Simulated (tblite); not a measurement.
C6H11N3.
Atom-mapped SMILES: `[CH3:1][CH:2]([CH3:3])[c:4]1[cH:5][n:6][n:7]([CH3:8])[n:9]1` (hydrogens: H10, H11, H12 on C1; H13 on C2; H14, H15, H16 on C3; H17 on C5; H18, H19, H20 on C8)

Geometry (GFN2-xTB, Å), atoms numbered from 1 in this order:
```xyz
20
C6H11N3 angstrom
C     -2.2248   -0.7970   -0.7283
C     -1.2402   -0.5532    0.4168
C     -1.8453    0.3882    1.4595
C      0.0365    0.0090   -0.1111
C      0.2790    1.2077   -0.7977
N      1.5753    1.2795   -1.0623
N      2.0794    0.1797   -0.5577
C      3.4684   -0.1512   -0.6497
N      1.2052   -0.6114    0.0184
H     -1.7919   -1.4664   -1.4682
H     -2.4780    0.1411   -1.2174
H     -3.1395   -1.2461   -0.3484
H     -1.0002   -1.5092    0.8930
H     -2.7532   -0.0451    1.8730
H     -1.1421    0.5604    2.2713
H     -2.0935    1.3463    1.0080
H     -0.3943    1.9844   -1.0947
H      4.0465    0.7698   -0.6827
H      3.7423   -0.7441    0.2208
H      3.6653   -0.7317   -1.5539
```

Computed values, GFN2-xTB/tblite, gas phase, harmonic and unscaled. The method is semi-empirical: single wavenumbers can be off by several per cent or more. One conformer, not necessarily the lowest. The optimisation stopped once no atom felt more than 0.01 eV/Å.

Lowest wavenumbers of the output (negative numbers stand for imaginary wavenumbers):
```
mode    cm-1
  1     -44.2
  2      27.3
  3     122.0
  4     166.5
  5     200.3
  6     218.1
  7     233.0
  8     283.5
  9     358.4
 10     409.1
 11     482.1
 12     640.6
 13     643.1
 14     705.5
 15     744.9
```

Problem. Is this structure a minimum?

Solution. Not by this Hessian. 1 mode is imaginary beyond 20i (44i cm⁻¹), so at this level the point lies at or near a first-order saddle. The curvature is small, so loose convergence or finite differences may be the whole cause.

Problem. Which atoms move in the imaginary mode?

Solution. 44i: H19 (methyl hydrogen) 33 %, H18 (methyl hydrogen) 33 %, H20 (methyl hydrogen) 31 %. These are shares of the mass-weighted motion.

Problem. What is the remedy?

Solution. Step along that mode in both directions, optimise again with tighter thresholds and repeat the frequencies. The zero-point energy of this point (105.5 kcal/mol) counts the 53 real modes alone, and thermal corrections from it aren't those of a minimum.

Hardware: one thread of an Arm Neoverse V2, no GPU, shared host. Cost: 0.57 s wall. The figure is for the frequency step alone.
